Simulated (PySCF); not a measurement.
Two structures of AlH$_{3}$SOF$_{2}$, closed shell, reached by relaxing down either side of one saddle point (PBE0-D4/def2-TZVP). Energies are electronic, without zero-point energy. Computed with PySCF 2.14 with density fitting (its default auxiliary sets; JK sets also for MP2 and CCSD(T)) (basis: def2-TZVPP and def2-QZVPP); correlated methods freeze the cores. Extrapolation: Hartree–Fock as exp(−7.88 √X), correlation as X^−2.97. First:

```
atom    x (Å)    y (Å)    z (Å)
 Al1  -0.0509   0.6282  -0.4105
  O2   1.4498   0.6855  -1.1992
  F3  -1.4450   0.4036  -1.2740
  F4  -0.1883   1.4740   1.0057
  H5   1.1784  -1.2651   1.3863
  S6   0.1240  -1.6185   0.6297
  H7   1.5367   0.6000  -2.1463
  H8  -0.7526  -1.3754   1.6207
```

Second:

```
atom    x (Å)    y (Å)    z (Å)
 Al1  -0.5666   0.4471  -0.1331
  O2   1.3396   0.0849  -0.3743
  F3  -0.8601   0.6896  -1.7478
  F4  -0.5816   1.7629   0.8612
  H5   1.5364  -0.8148  -0.0795
  S6  -1.2129  -1.4713   0.7310
  H7   1.6112   0.1730  -1.2968
  H8  -1.1759  -0.9803   1.9820
```

(1) Which bonds change from the first to the second?

(2) Give the saddle point's structure and its height above each. (An estimate is asked for; the value comes from the calculation.)

The T1 diagnostic stays at or below 0.013.

Results:

(1) AlHOF₂ ([OH][Al]([F])[F]) + H₂S → AlHSF₂ ([F][Al]([F])[SH]) + H₂O (still joined by a long Al–O bond); bonds formed: O2–H5; dative contacts that become bonds: Al1–S6; bonds broken: H5–S6; bonds weakened to dative contacts: Al1–O2.

(2) The calculation gives: 11.27 kcal/mol above the first and 16.96 kcal/mol above the second (CCSD(T) at an estimated basis limit (MP2 extrapolated from triple and quadruple zeta, plus CCSD(T) − MP2 in triple zeta)).
```
8
angstrom
Al -0.5136 0.6397 -0.2905
O 1.2231 0.2121 -0.3517
F -1.2148 0.6732 -1.7806
F -0.9082 1.7849 0.8225
H 0.7169 -0.9473 0.1537
S -0.6302 -1.5256 0.6762
H 1.7579 0.2147 -1.1486
H -0.4312 -1.0515 1.9189
```

Labels in which every atom is bracketed show which atoms are joined, not bond orders.

For scale, one of the runs: CCSD(T)/def2-TZVPP, 219 basis functions, launched by `OMP_NUM_THREADS=4 python run.py`. Hardware: 4 CPU threads of an AMD EPYC, shared host. Wall time 20 min; peak host memory 4 GiB.
